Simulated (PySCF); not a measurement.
## Si3H9NO3

The system: Si3H9NO3, a molecule drawn to mimic a surface site (built as: Si site whose three back bonds go to OSiH3, OH, H; end group OSiH2NH2); neutral, singlet. The structure, one conformer, was relaxed in the gas phase by PBE0-D3(BJ)/def2-SVP. No frequency run checks that it is a minimum.

SMILES: N[SiH2]O[SiH](O)O[SiH3]

```tsv
atom	x (Å)	y (Å)	z (Å)
Si1	0.382	1.637	-0.481
O2	-0.590	0.642	-1.369
Si3	-1.763	-0.523	-1.378
O4	1.303	2.561	-1.479
O5	1.346	0.707	0.474
Si6	1.336	-0.531	1.589
N7	-0.028	-1.571	1.493
H8	-0.441	2.569	0.317
H9	-2.616	-0.445	-0.153
H10	-2.623	-0.319	-2.578
H11	-1.153	-1.885	-1.458
H12	1.957	2.106	-2.017
H13	1.329	0.080	2.947
H14	2.559	-1.333	1.325
H15	-0.109	-2.323	0.820
H16	-0.902	-1.385	1.969
```

Shieldings: GIAO PBE0/pcSseg-1. Shifts are against computed references at the same level: H TMS (σ 31.27 ppm), Si TMS (σ 352.0 ppm). Core levels by delta-SCF with SCAN, pcX-2 on the ionised atom and pcseg-1 elsewhere, spin-free X2C (2p3/2 is the spin-free 2p value less a third of a first-order spin-orbit splitting); from the vacuum level, for chosen atoms.

Problem. Give the NMR and core-level values of the distinct atoms.

Solution. 
```csv
atoms,bonded to,σ (ppm),δ (ppm),core level (eV)
Si1,3 O + 1 H,417.9,-65.9,2p3/2 108.17
O2,2 Si,282.0,-,1s 537.91
Si3,1 O + 3 H,396.9,-44.9,2p3/2 107.61
O4,1 Si + 1 H,272.9,-,1s 538.64
O5,2 Si,214.9,-,1s 537.70
Si6,1 N + 1 O + 2 H,394.5,-42.5,-
N7,1 Si + 2 H,224.0,-,-
H8,1 Si,26.92,4.35,-
H9 H10 H11,1 Si,26.34,4.93,-
H12,1 O,29.26,2.01,-
H13,1 Si,26.41,4.86,-
H14,1 Si,26.51,4.76,-
H15,1 N,29.77,1.49,-
H16,1 N,29.89,1.38,-
```

Values are those of this one static structure, with the three H of a rotating XH3 group averaged; atoms that internal rotation interchanges would show their mean in an NMR spectrum.

Problem. Which of Si1, Si3 holds its core electrons tightest, and by how much against the loosest?

Solution. Si1 (bonded to 3 O + 1 H), by 0.55 eV over Si3 (bonded to 1 O + 3 H).

Problem. By CAM-B3LYP/def2-SVPD (TDDFT singlets, Tamm-Dancoff triplets, ionisation by delta-SCF), where does absorption start, and what does vertical ionisation take?

Solution. The lowest singlet lies at 6.80 eV (f 0.064), the lowest triplet at 6.39 eV; vertical ionisation takes 10.18 eV.
